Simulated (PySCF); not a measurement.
## Two-photon absorption: SMILES C(=C=C(C#C)C)(C)C, C₈H₁₀

Molfile (atoms numbered from 1):
```
C8H10
     RDKit          3D

 18 17  0  0  0  0  0  0  0  0999 V2000
    3.0965    1.6603    1.5574 C   0  0  0  0  0  0  0  0  0  0  0  0
    2.3673    0.9831    0.8622 C   0  0  0  0  0  0  0  0  0  0  0  0
    1.5532    0.1642    0.0133 C   0  0  0  0  0  0  0  0  0  0  0  0
    2.2595   -0.6695   -1.0297 C   0  0  0  0  0  0  0  0  0  0  0  0
    0.2388    0.1602    0.1614 C   0  0  0  0  0  0  0  0  0  0  0  0
   -1.0648    0.1562    0.3077 C   0  0  0  0  0  0  0  0  0  0  0  0
   -1.7519   -0.8088    1.2367 C   0  0  0  0  0  0  0  0  0  0  0  0
   -1.9460    1.1219   -0.4387 C   0  0  0  0  0  0  0  0  0  0  0  0
    3.7282    2.2649    2.1808 H   0  0  0  0  0  0  0  0  0  0  0  0
    2.8361   -0.0247   -1.7113 H   0  0  0  0  0  0  0  0  0  0  0  0
    2.9710   -1.3610   -0.5519 H   0  0  0  0  0  0  0  0  0  0  0  0
    1.5379   -1.2521   -1.6172 H   0  0  0  0  0  0  0  0  0  0  0  0
   -2.3160   -0.2597    2.0091 H   0  0  0  0  0  0  0  0  0  0  0  0
   -2.4798   -1.4247    0.6826 H   0  0  0  0  0  0  0  0  0  0  0  0
   -1.0376   -1.4758    1.7365 H   0  0  0  0  0  0  0  0  0  0  0  0
   -2.5151    1.7464    0.2702 H   0  0  0  0  0  0  0  0  0  0  0  0
   -2.6831    0.5762   -1.0513 H   0  0  0  0  0  0  0  0  0  0  0  0
   -1.3657    1.7828   -1.0956 H   0  0  0  0  0  0  0  0  0  0  0  0
  1  2  3  0
  2  3  1  0
  3  4  1  0
  3  5  2  0
  5  6  2  0
  6  7  1  0
  6  8  1  0
  1  9  1  0
  4 10  1  0
  4 11  1  0
  4 12  1  0
  7 13  1  0
  7 14  1  0
  7 15  1  0
  8 16  1  0
  8 17  1  0
  8 18  1  0
M  END
```

Computed, not measured: TDDFT CAM-B3LYP/aug-cc-pVDZ excited states, vertical, gas phase in PySCF 2.14.0. Geometry: PBE0-D3(BJ)/def2-SVP.

Question: How strongly do the lowest singlets absorb one photon, and two photons of half the energy?

Answer: δ for parallel linear polarisation; σ at the peak of a Lorentzian of half width 0.1 eV, single beam; Ω is circular over linear.
| state | E (eV) | f | photon λ (nm) | δ (au) | σ (GM) | Ω | main |
| --- | --- | --- | --- | --- | --- | --- | --- |
| S1 | 5.23 | 0.000 | 474 | 0.34 | 0.00 | 1.50 | HOMO−1→LUMO+1 0.62, HOMO−1→LUMO+5 0.25 |
| S2 | 5.47 | 0.000 | 454 | 2.42 | 0.03 | 1.50 | HOMO→LUMO+9 0.52, HOMO→LUMO+3 0.09 |
| S3 | 5.62 | 0.356 | 442 | 7.25 | 0.08 | 1.48 | HOMO→LUMO+1 0.67, HOMO→LUMO+5 0.17 |
| S4 | 5.87 | 0.000 | 423 | 85.8 | 1.08 | 1.50 | HOMO→LUMO 0.42, HOMO−2→LUMO+1 0.23 |
| S5 | 5.90 | 0.000 | 420 | 63 | 0.80 | 1.50 | HOMO−2→LUMO+1 0.35, HOMO→LUMO 0.22 |
| S6 | 6.24 | 0.007 | 398 | 69.6 | 0.99 | 1.36 | HOMO−1→LUMO 0.87 |

Among these, the strongest one-photon state is S3, the strongest two-photon state S4, with a dipole change of 1.5 D (relaxed, norm of the difference vector).
